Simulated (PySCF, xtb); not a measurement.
Ga(F)(Br)(NH2) (BrFGaH₂N), SMILES [NH2][Ga]([F])[Br]. The values are those of a single conformer.

Harmonic wavenumbers (cm⁻¹) from GFN2-xTB run with xtb 6.7.1 at its own minimum, in rising order: 90, 124, 126, 215, 283, 428, 469, 597, 658, 1413, 3354, 3392.

### Question
What does B3LYP-D3(BJ)/def2-SVP run with PySCF 2.14.0 give at its own minimum? (An estimate is asked for; the answer gives what the named calculation found.)

### Answer
42, 124, 172, 192, 307, 372, 693, 733, 756, 1498, 3588, 3701. Paired by order, the mean absolute difference is 107 cm⁻¹ and the zero-point energies are 15.9 and 17.4 kcal/mol.
